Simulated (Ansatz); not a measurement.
Reaction (ligand exchange at a Ge–C bond): `[CH3][GeH]([F])[Cl]` + HI → `[F][GeH]([Cl])[I]` + CH₄

Computed with Ansatz on PBE0-D4/def2-TZVP structures; ΔE is electronic, products minus reactants. CBS: MP2 limit from def2 TZ/QZ plus the TZ coupled-cluster correction, frozen cores. This one scheme is used for every species. DFT in def2-TZVPP. HSE06 is defined as in plane-wave codes. def2 core potentials past Kr. For Ge, I outer-core shells are correlated without core-valence functions, which leaves a few kJ/mol of doubt a bond. Scalar relativity is left out up to krypton.

```tsv
level	ΔE (kJ/mol)
PBE-D4	-84.6
BLYP-D4	-85.7
r2SCAN-D4	-84.4
PBE0-D4	-83.4
PBE0	-81.9
HSE06	-82.4
BHLYP	-81.1
HF/def2-SVP	-78.0
```

(1) What does CCSD(T)/CBS give? (An estimate is asked.)

(2) What do rigid-rotor, harmonic-oscillator terms from PBE0-D4/def2-TZVP frequencies (298.15 K, 1 bar) make of the CCSD(T)/CBS value? (Best estimate.)

Largest T1 diagnostic among the species: 0.011.

Results:

(1) Ansatz gave: -78.5 kJ/mol. The listed levels differ from it by -6.1, -7.2, -5.9, -4.9, -3.4, -3.9, -2.6, 0.5 kJ/mol.

(2) Computed: ΔZPE = +9.2 kJ/mol, ΔH = -69.1 kJ/mol, ΔS = -8 J/(mol·K), ΔG = -66.6 kJ/mol.

Leaving LDA and LC-ωPBE aside and taking each functional with its dispersion term where it has one, the values, not all of them listed here, spread over 9.1 kJ/mol, from BHLYP-D4 to CAM-B3LYP-D4. LDA lies +7.1 kJ/mol from PBE without D4. The D4 term adds −3.0 kJ/mol with B3LYP and −1.5 kJ/mol with PBE0; it sums over pairs of atoms, weighted by their polarisabilities, and B3LYP, whose exchange is more repulsive, gets the larger term.

B3LYP here is the variant with VWN-RPA as its local correlation; programs differ in this.
